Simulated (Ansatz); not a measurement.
C₄H₈GeO₄⁺, that is Ge(OAc)2H2 with one electron fewer, relaxed as a doublet with UKS r2SCAN-D4/def2-SVP in Ansatz, starting from the r2SCAN-D4/def2-SVP geometry of the neutral singlet. Force threshold 0.02 eV/Å.

The gap within one spin of the relaxed charge 1 doublet nearly closes, so an electron or hole may be smeared out by delocalisation error.

Start:

```xyz
17

Ge   -0.5339   -0.5919    0.3913
O     0.1770   -0.4275   -1.3126
C    -0.2636   -1.4583   -2.0249
C     0.2222   -1.4873   -3.4422
O    -1.0019   -2.2914   -1.5180
H    -0.2056   -2.3462   -3.9713
H     1.3213   -1.5443   -3.4506
H    -0.0523   -0.5489   -3.9465
O     0.3046    0.9599    0.9607
C    -0.0239    1.1409    2.2348
C     0.5697    2.3657    2.8616
O    -0.7568    0.3446    2.8050
H     0.2695    2.4361    3.9131
H     0.2368    3.2576    2.3095
H     1.6661    2.3290    2.7767
H     0.1027   -1.7843    1.0824
H    -2.0319   -0.3536    0.3308
```

```csv
step,energy (eV),largest force component (eV/Å),SCF passes
1,-68954.6952,2.137,47
2,-68954.8041,0.985,24
3,-68954.8281,0.062,25
4,-68954.8305,0.068,26
5,-68954.8306,0.059,19
6,-68954.8309,0.092,26
7,-68954.8316,0.007,26
```

Force components are those of the run's own axes.

End:

```csv
atom,x (Å),y (Å),z (Å)
Ge1,-0.579,-0.641,0.424
O2,0.127,-0.493,-1.295
C3,-0.249,-1.467,-2.079
C4,0.241,-1.482,-3.484
O5,-0.997,-2.347,-1.631
H6,-0.165,-2.337,-4.037
H7,1.342,-1.525,-3.459
H8,-0.059,-0.534,-3.959
O9,0.256,0.917,1.015
C10,-0.006,1.186,2.265
C11,0.592,2.404,2.874
O12,-0.744,0.422,2.904
H13,0.304,2.504,3.927
H14,0.249,3.276,2.295
H15,1.687,2.331,2.776
H16,0.075,-1.826,1.111
H17,-2.074,-0.387,0.352
```

By distances, no bond broke or formed. The bond that changes most is O9–C10, from 1.33 to 1.31 Å (atoms count from 1).

No frequencies were taken in this run, so the end may be a saddle point.

Run time 20 s (2 threads of AMD EPYC 7R13 on a shared host and a share (18 GiB) of an NVIDIA H100 80GB HBM3), peak host memory 0.85 GiB.
